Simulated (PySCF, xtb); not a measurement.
ZrOCl2, SMILES [O]=[Zr]([Cl])[Cl], multiplicity 1.

Harmonic wavenumbers (cm⁻¹) from xtb with GFN2-xTB at its own minimum, in rising order: 98, 138, 157, 370, 394, 870.

Question: What does PySCF with PBE-D3(BJ)/def2-SVP give at its own minimum? (Estimate from the structure and the level; the computed values follow.)

Answer: 64, 115, 186, 364, 411, 948. Paired by order, the mean absolute difference is 31 cm⁻¹ and the zero-point energies are 2.9 and 3.0 kcal/mol.
